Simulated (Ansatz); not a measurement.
TaS(OSiH3)3 (TaSi3SO3H9), relaxed as a singlet with RKS r2SCAN-D4/def2-SVP in Ansatz, starting from the GFN2-xTB geometry. Force threshold 0.02 eV/Å.

In the def2 sets Ta takes a core potential; there is no spin–orbit coupling.

Start:

```xyz
17

Ta   -0.063    0.324    0.281
S    -0.285    1.952    1.813
O    -1.683    0.439   -0.660
Si   -3.118    0.625   -1.400
H    -3.883    1.593   -0.610
H    -3.741   -0.706   -1.420
H    -2.818    1.104   -2.755
O     0.154   -1.204    1.351
Si    0.358   -2.466    2.355
H     0.444   -1.921    3.712
H     1.600   -3.127    1.932
H    -0.812   -3.333    2.161
O     1.474    0.861   -0.655
Si    2.834    1.374   -1.382
H     3.228    2.620   -0.721
H     2.491    1.566   -2.798
H     3.820    0.299   -1.204
```

```csv
step,energy (eV),largest force component (eV/Å),SCF passes
1,-42295.8882,3.561,21
2,-42296.3203,1.183,24
3,-42296.3948,0.395,21
4,-42296.4040,0.083,21
5,-42296.4140,0.058,22
6 (rejected),-42296.4077,0.546,27
7,-42296.4214,0.094,20
8 (rejected),-42296.4214,0.309,20
9,-42296.4250,0.083,21
10,-42296.4252,0.091,21
11,-42296.4285,0.068,21
12,-42296.4288,0.054,22
13,-42296.4290,0.022,22
14,-42296.4291,0.003,23
```

Force components are those of the run's own axes.

End:

```xyz
17

Ta   -0.031    0.225    0.212
S    -0.227    1.806    1.710
O    -1.610    0.201   -0.843
Si   -3.131    0.660   -1.386
H    -3.694    1.692   -0.471
H    -4.007   -0.545   -1.406
H    -2.996    1.209   -2.764
O     0.193   -1.430    1.117
Si    0.335   -2.485    2.415
H     0.343   -1.709    3.687
H     1.608   -3.245    2.267
H    -0.820   -3.425    2.390
O     1.486    0.607   -0.864
Si    2.845    1.436   -1.397
H     3.024    2.672   -0.584
H     2.652    1.785   -2.832
H     4.030    0.545   -1.249
```

By distances, no bond broke or formed. The bond that changes most is Ta1–S2, from 2.25 to 2.19 Å (atoms count from 1).

No frequencies were taken in this run, so the end may be a saddle point.

It took 55 s on 2 threads of AMD EPYC 7R13 on a shared host and a share (18 GiB) of an NVIDIA H100 80GB HBM3, peak host memory 0.85 GiB.
